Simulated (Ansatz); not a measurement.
Which is lower?

Two relaxed structures of NaSnH3, closed shell (PBE0-D4/def2-TZVP; forces vanish, vibrations not checked).

A:

Na1  (1.658, -0.220, -0.176)
Sn2  (-1.175, 0.156, 0.125)
H3  (-0.135, 0.502, -1.351)
H4  (-0.216, -1.405, 0.271)
H5  (0.181, 0.926, 1.098)
(Å)

B:

Na1  (-2.756, 0.365, 0.292)
Sn2  (0.110, -0.015, -0.012)
H3  (0.798, 0.413, -1.546)
H4  (0.711, -1.629, 0.190)
H5  (1.136, 0.866, 1.075)
(Å)

Computed with Ansatz 0.2.0 (basis: def2-TZVPP); correlated methods freeze the cores. Filled d shells of the heavier atoms are correlated. Core potentials replace the inner electrons of the atoms past krypton. The outer core shell of Li, Na, Mg and K is correlated. The def2 sets are not built for correlating such inner shells, so the correlated values are less sure here. B3LYP uses VWN-RPA correlation.

Which structure is lower at CCSD(T), and by how much? (Judge from chemistry; the value comes from the calculation.)

By the calculation: A, by 8.13 kcal/mol (electronic energy, against the other). By their contacts, A is NaSnH₃ ([H]1[Na]23[H][Sn]12[H]3) and B is NaSnH₃ ([Na][SnH3]).

All methods give the same order:

```csv
method,E(B) − E(A) (kcal/mol)
PBE-D4,9.63
r2SCAN-D4,10.24
PBE0-D4,8.22
B3LYP-D4,9.66
wB97M-V,7.92
HF,5.05
MP2,8.17
CCSD,7.80
CCSD(T),8.13
```

T1 diagnostic: at most 0.015.

Labels in which every atom is bracketed show which atoms are joined, not bond orders.

For scale, one of the runs: CCSD(T)/def2-TZVPP, 124 basis functions, launched by `ansatz run in.yaml --threads 2 --pin off --events-out ev --progress --plain --max-ram 4352MiB`. Hardware: 2 CPU threads of an Arm Neoverse V2, shared host. Wall time 17 s; peak host memory 0.7 GiB.
